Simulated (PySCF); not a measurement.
Cl₂Zn, charge -1, doublet, at a GFN2-xTB geometry (such geometries of metal compounds can be far from the true shape) (a state made from the parent by changing its charge; the spin is typed, not shown lowest) (a gas-phase anion, which may not be bound at this level), atoms displaced at random by about 0.02 Å a coordinate; B3LYP/STO-3G run with PySCF.

The PySCF input:
```python
from pyscf import gto, scf, dft
from pyscf.geomopt import geometric_solver

mol = gto.M(
    atom='''
Zn    0.197853    0.640176    0.355094
Cl    1.289483   -0.207081   -1.651809
Cl   -1.595115   -0.888651    1.043233
''',
    basis='sto-3g',
    charge=-1,
    spin=1,
    verbose=3,
)

def method(m):
    mf = dft.UKS(m)
    mf.xc = 'b3lyp'
    return mf

conv, mol_eq = geometric_solver.kernel(method(mol), maxsteps=100)
print('optimisation converged:', conv)
print(mol_eq.tostring(format='xyz'))
mf = method(mol_eq)
mf.kernel()
```

Question: Predict the main parts of the log of this PySCF run.

Answer: 
```
Custom engine selected.
Bonds will be generated from interatomic distances less than 1.20 times sum of covalent radii
9 internal coordinates being used (instead of 9 Cartesians)
Internal coordinate system (atoms numbered from 1):
Distance 1-2
Distance 1-3
Angle 2-1-3
Translation-X 1-3
Translation-Y 1-3
Translation-Z 1-3
Rotation-A 1-3
Rotation-B 1-3
Rotation-C 1-3
<class 'geometric.internal.Distance'> : 2
<class 'geometric.internal.Angle'> : 1
<class 'geometric.internal.TranslationX'> : 1
<class 'geometric.internal.TranslationY'> : 1
<class 'geometric.internal.TranslationZ'> : 1
<class 'geometric.internal.RotationA'> : 1
<class 'geometric.internal.RotationB'> : 1
<class 'geometric.internal.RotationC'> : 1
> ===== Optimization Info: ====
> Job type: Energy minimization
> Maximum number of optimization cycles: 100
> Initial / maximum trust radius (Angstrom): 0.100 / 0.300
> Convergence Criteria:
> Will converge when all 5 criteria are reached:
>  |Delta-E| < 1.00e-06
>  RMS-Grad  < 3.00e-04
>  Max-Grad  < 4.50e-04
>  RMS-Disp  < 1.20e-03
>  Max-Disp  < 1.80e-03
> === End Optimization Info ===

Geometry optimization cycle 1
Cartesian coordinates (Angstrom)
 Atom        New coordinates             dX        dY        dZ
  Zn   0.197853   0.640176   0.355094    0.000000  0.000000  0.000000
  Cl   1.289483  -0.207081  -1.651809    0.000000  0.000000  0.000000
  Cl  -1.595115  -0.888651   1.043233    0.000000  0.000000  0.000000

WARN: Mole.unit (angstrom) is changed to Bohr

SCF not converged.
SCF energy = -2661.3881402271 after 50 cycles  <S^2> = 1.2119776  2S+1 = 2.4182453
--------------- UKS_Scanner gradients ---------------
         x                y                z
0 Zn     0.2424102483     0.7361057960     0.3872265604
1 Cl     0.2343359868    -0.2760291972    -0.5172963755
2 Cl    -0.4766296543    -0.4599937597     0.1301042210
----------------------------------------------
cycle 1: E = -2661.38814023  dE = -2661.39  norm(grad) = 1.26687
Traceback (most recent call last):
  File "input.py", line 21, in <module>
RuntimeError: Nuclear gradients of <pyscf.scf.hf.UKS_Scanner object> not converged
```

The run crashed.
